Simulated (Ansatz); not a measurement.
Species: BeCl, charge 1, multiplicity 1. 
Structure (B3LYP-D3(BJ)/def2-TZVP (Ansatz, a quantum-chemistry and plane-wave program) minimum search):
```
Be
Cl 1 1.7275
```
Charge +1, spin multiplicity 1.

Basis-set convergence of Hartree-Fock and CCSD(T) correlation energies (hartree) with Ansatz. Correlated levels leave the core frozen unless marked. Spin-orbit coupling is left out. Non-relativistic.

| basis | functions | E(HF) | E(corr, CCSD(T)) |
|---|---|---|---|
| def2-SVPD | 39 | -473.68860 | -0.17627 |
| def2-TZVPPD | 73 | -473.86488 | -0.23387 |
| def2-QZVPPD | 115 | -473.88146 | -0.25667 |

Extrapolating the two largest sets (X = 3 and 4) as X^-3: E(corr) = (64·(-0.25667) - 27·(-0.23387))/37 = -0.2733 Eh, an estimate of the basis-set limit. The largest set recovers 93.9 % of it, the smallest 64.5 %.
